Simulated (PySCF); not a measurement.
C4H7NSi, SMILES CC1=CN=C[SiH2]1.

The structure is a stationary point at B3LYP-D3(BJ)/def2-SVP. The structure was generated by enumeration, and PubChem lists no compound with its InChIKey, so it may never have been made.

These are PySCF with PBE/def2-TZVP values and carry that method's errors.

Symmetry labels are those of the subgroup Cs that the program uses (full group Cs).

Computed valence orbital energies around the gap with their symmetry:
| orbital | symmetry | energy (eV) |
|---|---|---|
| HOMO−7 | A" | -10.40 |
| HOMO−6 | A' | -9.57 |
| HOMO−5 | A" | -9.41 |
| HOMO−4 | A' | -9.13 |
| HOMO−3 | A" | -8.38 |
| HOMO−2 | A' | -7.59 |
| HOMO−1 | A" | -6.01 |
| HOMO | A' | -5.70 |
| LUMO | A" | -2.83 |
| LUMO+1 | A' | -0.50 |
| LUMO+2 | A" | 0.07 |
| LUMO+3 | A' | 0.36 |
